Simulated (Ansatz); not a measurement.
Ansatz (a quantum-chemistry and plane-wave program) input (RPA@PBE/cc-pVTZ):

Ansatz 0.2 input:
```yaml
crystal:
  periodic: [false, false, false]
  atoms:
    - {symbol: C, position_ang: [2.55642617, 0.04130018, -0.64730132]}
    - {symbol: C, position_ang: [1.13546193, 0.45725321, -0.76755704]}
    - {symbol: C, position_ang: [0.05668055, -0.18055245, 0.04378963]}
    - {symbol: C, position_ang: [0.17053696, 0.22017918, 1.52980535]}
    - {symbol: C, position_ang: [-1.33051595, 0.13869590, -0.53193345]}
    - {symbol: C, position_ang: [-2.48436442, -0.60721000, 0.13243711]}
    - {symbol: H, position_ang: [3.04991275, 0.48602525, 0.23097054]}
    - {symbol: H, position_ang: [3.14233795, 0.34297366, -1.51773699]}
    - {symbol: H, position_ang: [2.64716327, -1.04357288, -0.53321122]}
    - {symbol: H, position_ang: [0.90558156, 1.37961327, -1.29036282]}
    - {symbol: H, position_ang: [0.19873043, -1.27042574, -0.00229357]}
    - {symbol: H, position_ang: [1.16658813, 0.00200929, 1.91710144]}
    - {symbol: H, position_ang: [-0.54972898, -0.32020995, 2.14605454]}
    - {symbol: H, position_ang: [-0.01105129, 1.29104900, 1.65046120]}
    - {symbol: H, position_ang: [-1.31837314, -0.09614802, -1.59988878]}
    - {symbol: H, position_ang: [-1.49899303, 1.21880560, -0.45821248]}
    - {symbol: H, position_ang: [-2.32405443, -1.68791178, 0.09745324]}
    - {symbol: H, position_ang: [-2.60589302, -0.32394877, 1.17893700]}
    - {symbol: H, position_ang: [-3.42757156, -0.39625512, -0.37471389]}
basis:
  gaussian:
    orbitals: cc-pVTZ
hamiltonian:
  xc: pbe
magnetization: {spin_polarized: true, initial_magnetization: 1}
correlation: {method: rpa, electrons: outside_noble_gas}
```

End of the output:

```
integrals: 1.48 GiB planned
2019 factors; integrals over basis functions are off by at most 1.1e-3 eV
0.47 GiB of the device are held for the grids
2.33 GiB of device memory are held for the factors and their scratch space
mean field: 2.99 GiB planned
mean field evaluation 1: about -6403.8617 eV, gradient 6.8e1 eV
mean field evaluation 2: about -6403.8453 eV, gradient 6.8e1 eV
mean field evaluation 4: about -6425.1244 eV, gradient 1.2e1 eV
mean field evaluation 8: about -6425.8869 eV, gradient 2.5e-1 eV
mean field evaluation 16: about -6425.8872 eV, gradient 6.9e-5 eV
mean field -6425.88724547 eV, -236.1470006483 hartree, gradient 2.2e-6 eV, S^2 0.753594; 0 other end points of the search recorded, 0 dependent functions left out
6 core orbitals not correlated
reference -6388.20661877 eV, -234.7622631579 hartree; 19, 18 occupied and 337, 338 virtual orbitals, 2019 factors
Total energy: -6436.25989631 eV, -236.5281885359 hartree
```

It need not be the lowest isomer of its formula.
